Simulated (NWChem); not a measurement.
# chlorotrifluoromethane (CClF$_{3}$); SMILES FC(F)(F)Cl

Program: NWChem. All runs use the structure optimised with PBE0/def2-SVP. Level: M05-2X/def2-SVP with SMD (1 M gas to 1 M solution), gas-phase geometry.

Q: Order these by “solvation free energy (kcal/mol)”, lowest first: 1,4-dioxane; chlorobenzene; ethylene glycol; water.

A: chlorobenzene (-0.3), 1,4-dioxane (0.3), ethylene glycol (1.0), water (2.7)
